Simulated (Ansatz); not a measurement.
One change: `F[SiH](F)[O][GeH3]` becomes `F[SiH](F)O[SiH3]`.

Ansatz, PBE0-D4/def2-TZVP geometries, multiplicity 1. Each molecule was computed in one conformer, which needn't be the lowest.

Scalar relativity is left out up to krypton.

```csv
property,`F[SiH](F)[O][GeH3]`
HOMO–LUMO gap (ωB97M-V/def2-TZVPP) / eV,13.34
LUMO energy (B3LYP/def2-TZVPP) / eV,-0.42
size of the dipole moment (ωB97M-V/def2-TZVPP) / D,2.20
LUMO energy (PBE0/def2-TZVPP) / eV,-0.17
HOMO energy (PBE0/def2-TZVPP) / eV,-9.38
HOMO energy (ωB97M-V/def2-TZVPP) / eV,-11.69
```

(1) What does the change do to each property? (Best estimate.)

Results:

(1) Computed: 
| property | `F[SiH](F)O[SiH3]` | shift |
| --- | --- | --- |
| HOMO–LUMO gap (ωB97M-V/def2-TZVPP) / eV | 13.41 | 0.07 |
| LUMO energy (B3LYP/def2-TZVPP) / eV | -0.29 | 0.13 |
| size of the dipole moment (ωB97M-V/def2-TZVPP) / D | 1.45 | -0.75 |
| LUMO energy (PBE0/def2-TZVPP) / eV | -0.07 | 0.10 |
| HOMO energy (PBE0/def2-TZVPP) / eV | -9.48 | -0.10 |
| HOMO energy (ωB97M-V/def2-TZVPP) / eV | -11.78 | -0.09 |

With PBE0 the HOMO falls by 0.10 eV and the LUMO rises by 0.10 eV, so the gap widens by about 0.20 eV. PBE moves the HOMO by -0.16 eV and ωB97M-V by -0.09 eV. Dipoles are sizes alone; their direction can turn.

B3LYP here is the variant with VWN-RPA as its local correlation; programs differ in this.
